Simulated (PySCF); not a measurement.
# Orbital picture of RbLi⁺

LDA at R = 4.104 Å; PySCF, scalar-relativistic core potentials, basis sets Rb def2-SVPD with ECP28, Li def2-SVPD. State: ²Σ⁺ (doublet), unpaired electrons σ ↑. Only the outer orbitals are listed, counted within each symmetry, core potentials removing the inner ones.

| spin | orbital | occ. | ε (eV) | on Rb (%) | main shells (%) |
| --- | --- | --- | --- | --- | --- |
| α | 1σ | 1 | -54.96 | 0 | 100 Li s |
| α | 2σ | 1 | -36.72 | 100 | 100 Rb s |
| α | 1π | 1 | -20.51 | 100 | 100 Rb p |
| α | 1π | 1 | -20.51 | 100 | 100 Rb p |
| α | 3σ | 1 | -20.48 | 100 | 100 Rb p |
| α | 4σ | 1 | -7.07 | 70 | 44 Rb s, 27 Li s, 19 Rb p |
| α | 5σ | 0 | -5.32 | 62 | 76 Rb s, 44 Li s |
| α | 2π | 0 | -4.72 | 24 | 76 Li p, 12 Rb p, 11 Rb d |
| α | 2π | 0 | -4.72 | 24 | 76 Li p, 12 Rb p, 11 Rb d |
| β | 1σ | 1 | -54.78 | 0 | 100 Li s |
| β | 2σ | 1 | -36.70 | 100 | 100 Rb s |
| β | 1π | 1 | -20.48 | 100 | 100 Rb p |
| β | 1π | 1 | -20.48 | 100 | 100 Rb p |
| β | 3σ | 1 | -20.43 | 100 | 100 Rb p |
| β | 4σ | 0 | -6.13 | 83 | 64 Rb s, 19 Li s, 14 Rb p |
| β | 5σ | 0 | -4.97 | 49 | 54 Rb s, 54 Li s |
| β | 2π | 0 | -4.04 | 33 | 67 Li p, 21 Rb p, 12 Rb d |

**Question.** Which are the highest filled and the lowest empty level, where do they sit, and how wide is the gap?

**Answer.** Highest filled α 4σ at -7.07 eV (in %: 44 Rb s, 27 Li s, 19 Rb p); lowest empty β 4σ at -6.13 eV (in %: 64 Rb s, 19 Li s, 14 Rb p); the gap at LDA is 0.94 eV.

* bond order (Mayer): 0.41
* ⟨S²⟩: 0.750
* charge on Rb (Mulliken, basis-dependent): 0.30
* charge on Rb (Löwdin, basis-dependent): 0.61
* dipole moment (positive dipole points towards Li; it is taken about the centre of mass and depends on that origin): 5.42 D
* polarisability along the bond: 193.8 bohr³
* polarisability across the bond: 103.3 bohr³

Spin–orbit coupling is left out. The state is the lowest determinant that a PBE0 search found; another state may lie lower at other levels.
